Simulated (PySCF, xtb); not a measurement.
1,1-dichlorobuta-1,2-diene (C₄H₄Cl₂), SMILES CC=C=C(Cl)Cl.

Harmonic wavenumbers (cm⁻¹) from GFN2-xTB run with xtb at its own minimum, in rising order: 86, 117, 144, 221, 239, 358, 449, 460, 537, 735, 795, 949, 1020, 1079, 1188, 1386, 1400, 1465, 1475, 2049, 3009, 3018, 3021, 3060.

### Question
What does PySCF with B3LYP-D3(BJ)/def2-SVP give at its own minimum? (Estimate from the structure and the level; the computed values follow.)

### Answer
96, 124, 159, 240, 265, 396, 491, 518, 589, 815, 850, 912, 1044, 1093, 1198, 1384, 1416, 1452, 1475, 2070, 3025, 3092, 3104, 3144. Paired by order, the mean absolute difference is 33 cm⁻¹ and the zero-point energies are 40.4 and 41.4 kcal/mol.
